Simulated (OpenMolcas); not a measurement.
# 4d ions of charge +4 along the row

```
Program             : OpenMolcas 26.06
Method              : SS-CASPT2, IPEA 0.25 Eh, imaginary shift 0.1 Eh
Basis               : ANO-RCC-VQZP
Scalar Hamiltonian  : DKH2, point nucleus
Spin-orbit coupling : RASSI with atomic mean-field integrals over the reference wave functions, term energies averaged over their components
```

Active space: the 4d shell; CASPT2 also correlates the outermost closed s and p core shells.

B and C come from two terms' centres of gravity (d2, d8: 3P = 15B, 1G = 12B + 2C; d3, d7: 4P = 15B, 2G = 4B + 3C; d4, d6: 3G = 9B + 4C, 3H = 4B + 4C; d5: 4D = 17B + 5C, 4G = 10B + 5C, above the ground term), where all their levels are at least 80 % pure. ζ = ±2S·A comes from the whole width of the ground multiplet by E(J) = (A/2) J(J+1), where its levels are at least 85 % pure. Energies in cm-1.

```tsv
Ion	Configuration	Lowest level	Weight (%)	B	B measured	C	C measured	ζ	ζ measured
Mo4+	4d2	3F2	98	745	711	2861	2930	915	959
Tc4+	4d3	4F 3/2	99					1067	
Ru4+	4d4	5D0	97					1367	
Rh4+	4d5	6S 5/2	99						
Pd4+	4d6	5D4	98					1663	
Ag4+	4d7	4F 9/2	96					1973	2028
```

Measured columns use the levels in Sugar and Musgrove, J. Phys. Chem. Ref. Data 17, 155 (1988) (Mo4+); the list in Gamrath, thesis, University of Mons (2023) (Ag4+).

The computed ζ goes from 915 (Mo4+) to 1973 cm-1 (Ag4+), a factor of 2.16, rising at every step. It departs from the measured column by -5 to -3 %.

CASPT2 breaks the degeneracy within a term, and the mean is taken; among the low terms the widest spread is 890 cm-1 (4d7 2H, Ag4+). The CASPT2 spread within a term exceeds the gap to the next term for 4d3 2P and 4d3 2H, so the order of their levels is uncertain (figures for Tc4+; the like holds for Ru4+, Ag4+). Measured partners are found by configuration, term and J. A level has none where our copy of the source lacks it or the pairing is in doubt (some pairs that miss far off the trend of their configuration count as doubtful), and it then counts in no deviation. Only configurations of the active space appear.
